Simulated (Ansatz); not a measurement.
Consider the formal hydrolysis of a C–C bond: `CC(O)O[SiH3]` + H₂O → `OC(O)O[SiH3]` + CH₄.

Computed with Ansatz on PBE0-D4/def2-TZVP structures; ΔE is electronic, products minus reactants. CBS: MP2 limit from def2 TZ/QZ plus the TZ coupled-cluster correction, frozen cores. This one scheme is used for every species. DFT in def2-TZVPP. B3LYP here is the variant with VWN-RPA as its local correlation; programs differ in this. One conformer a species, not always the lowest.

`CC(O)O[SiH3]`:

Z-matrix (Å, degrees):
```
C
C 1 1.507
H 1 1.091 2 110.5
H 1 1.091 2 109.2 3 -120.0
H 1 1.091 2 110.1 3 120.3
O 2 1.389 1 107.8 3 -179.7
O 2 1.414 1 111.4 3 61.2
H 2 1.104 1 110.6 3 -59.0
H 6 0.962 2 108.1 1 -175.8
Si 7 1.644 2 124.5 1 -86.8
H 10 1.480 7 106.4 2 -169.0
H 10 1.491 7 110.1 2 -49.1
H 10 1.488 7 112.0 2 71.1
```

H₂O:

Z-matrix (Å, degrees):
```
O
H 1 0.960
H 1 0.960 2 105.1
```

`OC(O)O[SiH3]`:

Z-matrix (Å, degrees):
```
C
O 1 1.385
O 1 1.400 2 107.8
O 1 1.377 2 109.0 3 122.8
H 1 1.098 2 111.9 3 -120.1
H 2 0.962 1 107.4 3 28.2
Si 3 1.659 1 122.1 2 160.6
H 4 0.965 1 107.1 2 -41.2
H 7 1.486 3 110.5 1 47.4
H 7 1.481 3 104.7 1 166.4
H 7 1.484 3 112.0 1 -74.9
```

CH₄:

Z-matrix (Å, degrees):
```
C
H 1 1.090
H 1 1.090 2 109.5
H 1 1.090 2 109.5 3 -120.0
H 1 1.090 2 109.5 3 120.0
```

| level | ΔE (kcal/mol) | difference from CCSD(T)/CBS |
| --- | --- | --- |
| PBE-D4 | -3.1 | -2.2 |
| r2SCAN-D4 | -4.1 | -3.2 |
| PBE0-D4 | -2.9 | -2.0 |
| B3LYP-D4 | -3.2 | -2.3 |
| ωB97X-V | -3.7 | -2.8 |
| ωB97M-V | -3.4 | -2.5 |
| B2PLYP | -3.3 | -2.4 |
| PBE | -3.7 | -2.8 |
| r2SCAN | -4.3 | -3.4 |
| PBE0 | -3.5 | -2.6 |
| B3LYP | -4.1 | -3.2 |
| HF/def2-TZVPP | -5.1 | -4.2 |
| MP2/def2-TZVPP | -1.5 | -0.6 |
| SCS-MP2/def2-TZVPP | -2.1 | -1.2 |
| CCSD/def2-TZVPP | -2.5 | -1.6 |
| CCSD(T)/def2-TZVPP | -2.5 | -1.6 |
| HF/def2-QZVPP | -4.7 | -3.8 |
| MP2/def2-QZVPP | -0.5 | 0.4 |
| SCS-MP2/def2-QZVPP | -1.1 | -0.2 |
| HF/CBS(def2) | -4.7 | -3.8 |
| MP2/CBS(def2) | 0.0 | 0.9 |
| CCSD/CBS(def2) | -0.9 | 0.0 |
| CCSD(T)/CBS | -0.9 | 0 |

Largest T1 diagnostic among the species: 0.012.

In def2-TZVPP, CCSD(T) changes the Hartree–Fock value by +2.7 kcal/mol (the triples alone add +0.0 kcal/mol) and MP2 by +3.6 kcal/mol. The D4 term adds +0.9 kcal/mol with B3LYP and +0.5 kcal/mol with PBE0; it sums over pairs of atoms, weighted by their polarisabilities, and B3LYP, whose exchange is more repulsive, gets the larger term.
